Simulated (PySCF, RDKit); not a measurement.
Positional isomers: thiophene silyl. Gas-phase values, no solvent. Strings in code marks are SMILES.

Quantity: electronic energy of isomers of C4H6SSi relative to `[SiH3]c1cccs1`, in kcal/mol. Force-field values (RDKit) are differences of steric energies, which aren't made for comparing isomers with other bonds.

Level 1: PBE0-D3(BJ)/def2-TZVP (PySCF)
Level 2: BP86/6-31G* // PBE0-D3(BJ)/def2-TZVP (PySCF)
Level 3: PBE/6-31G* // PBE0-D3(BJ)/def2-TZVP (PySCF)
Level 4: MMFF94, relaxed from the DFT geometry (RDKit)

```json
[
 {"species": "`[SiH3]c1ccsc1`", "level 2": "1.07", "level 3": "1.07", "level 4": "1.21"}
]
```

Question: What does level 1 give for each?

Answer: 
- `[SiH3]c1ccsc1`: 1.35
